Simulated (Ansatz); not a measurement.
Li₁₂F₁₂ (started as a model of: 2x3x4 LiF rock-salt block). Total charge 0; singlet. Geometry r2SCAN-D4/def2-SVP; atoms count from 1.

```xyz
24

Li   -2.2840   -2.1932   -0.6398
F    -1.8481   -0.4547   -1.0026
Li   -1.1667    1.2535   -1.1996
F    -0.4963    2.9928   -1.4147
F    -0.8560   -2.9081   -1.4181
Li   -0.2271   -1.1662   -1.7192
F     0.3938    0.5454   -2.0424
Li    0.9905    2.2739   -2.0696
Li    0.5424   -3.1643   -0.3530
F     1.3294   -1.5463   -0.6801
Li    1.8790    0.2070   -0.8905
F     2.4590    1.9773   -1.1149
F    -2.4590   -1.9773    1.1148
Li   -1.8790   -0.2070    0.8905
F    -1.3294    1.5462    0.6801
Li   -0.5424    3.1643    0.3530
Li   -0.9905   -2.2738    2.0696
F    -0.3938   -0.5454    2.0424
Li    0.2271    1.1662    1.7193
F     0.8560    2.9080    1.4182
F     0.4963   -2.9928    1.4147
Li    1.1667   -1.2535    1.1996
F     1.8481    0.4547    1.0026
Li    2.2839    2.1933    0.6397
```

Estimate the Mulliken populations from the PBE0/def2-TZVP orbitals of Ansatz.


```tsv
atom	charge (e)
Li1	0.81
F2	-0.82
Li3	0.80
F4	-0.79
F5	-0.79
Li6	0.80
F7	-0.82
Li8	0.81
Li9	0.81
F10	-0.82
Li11	0.80
F12	-0.79
F13	-0.79
Li14	0.80
F15	-0.82
Li16	0.81
Li17	0.81
F18	-0.82
Li19	0.80
F20	-0.79
F21	-0.79
Li22	0.80
F23	-0.82
Li24	0.81
```
Mulliken values depend strongly on the basis.
